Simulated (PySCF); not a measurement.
Correlation energy of Cl³⁺ (chlorine, charge +3)

[Ne] 3s2 3p2, high-spin 3P determinant. Computed with PySCF 2.14 in cc-pV(T+d)Z (5s4p3d1f, 39 functions), with the non-relativistic Hamiltonian (point nucleus). Frozen: [Ne]; 4 electrons correlated.

MP2 pair energies summed by pair of shells (mhartree):

```csv
pair,energy,share (%)
3s-3p,-45.65,63.2
3s-3s,-19.04,26.3
3p-3p,-7.59,10.5
```

Total MP2 correlation energy: -72.29 mhartree.

Same-spin part -11.79 and opposite-spin part -60.49 mhartree; SCS-MP2 scales them by 1/3 and 6/5 to -76.52 mhartree.

```csv
level,correlation energy (mhartree)
CCSD,-95.99
(T),-2.08
CCSD(T),-98.07
```

Diagnostics: T1 = 0.0076, D1 = 0.0199, largest double amplitude 0.104.

Problem. Is a single reference adequate?

Solution. Mostly. T1 lies below 0.03, but a double amplitude of this size points to a near-degeneracy that CCSD handles and MP2 describes poorly.
